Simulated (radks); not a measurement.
Values are calculated unless marked as measured or tabulated.
Question: Ionisation of Ga3+, [Ar] 3d10, to Ga4+, [Ar] 3d9, under several functionals. Dirac Kohn-Sham, spin-unpolarised, spherical densities, finite nucleus; open shells fill j = l - 1/2 first; a radial shooting solver on a logarithmic mesh with Libxc functionals. Known Delta-SCF values: LDA (Slater exchange, Perdew-Zunger correlation) 64.017 eV; exchange-only LDA 62.146 eV. What does AM05 give, and what is its highest occupied eigenvalue?

Answer: 63.667 eV by Delta-SCF; the 3d5/2 eigenvalue is -52.287 eV. NIST: 63.24 eV (measured).

Beside tabulated values, note that spin-unpolarised runs miss the spin-polarisation part of the exchange energy of open shells.
